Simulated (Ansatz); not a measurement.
Basis sets compared for Si₂Ge₃ (the lowest singlet isomer of a short search). The state is a singlet with charge 0. Geometry PBE-D4/def2-SVP. Ansatz on 4 threads of Intel Xeon on a shared host; times are rough, and most runs start from earlier orbitals.

```xyz
5

Si   -0.3973    1.0903    0.6456
Si    0.5425   -0.4832   -1.1131
Ge    0.9574   -1.4932    0.9986
Ge   -1.5164   -0.9905    0.9291
Ge    0.4139    1.8766   -1.4602
```

The structure comes from a short search, and lower isomers may exist.

Binding counts from free atoms (Si triplet, Ge triplet) in the same basis, without a counterpoise term.

| level | functions | energy (Eh) | HOMO (eV) | LUMO (eV) | binding per atom (eV) | wall time |
| --- | --- | --- | --- | --- | --- | --- |
| PBE-D4/def2-SVP | 132 | -6807.8413 | -5.16 | -3.84 | 3.10 | 1.1 s |
| PBE-D4/def2-TZVP | 218 | -6808.8262 | -5.10 | -3.79 | 3.13 | 1.8 s |
| r2SCAN-D4/def2-TZVP | 218 | -6809.9438 | -5.33 | -3.85 | 3.00 | 4.3 s |
| PBE0-D4/def2-SVP | 132 | -6808.0256 | -5.97 | -3.29 | 2.92 | 2.1 s |
| PBE0-D4/def2-TZVP (with forces) | 218 | -6809.0082 | -5.89 | -3.21 | 2.96 | 7 s |

(1) Estimate the rows for PBE-D4/def2-TZVPD, r2SCAN-D4/def2-TZVPD, PBE0-D4/def2-TZVPD.

## Answers

(1) 
```
               level  functions  energy (Eh)  HOMO (eV)  LUMO (eV)  binding per atom (eV)  wall time
   PBE-D4/def2-TZVPD        248   -6808.8278      -5.12      -3.81                   3.13      2.6 s
r2SCAN-D4/def2-TZVPD        248   -6809.9452      -5.33      -3.85                   3.00      5.5 s
  PBE0-D4/def2-TZVPD        248   -6809.0097      -5.90      -3.23                   2.96      5.5 s
```
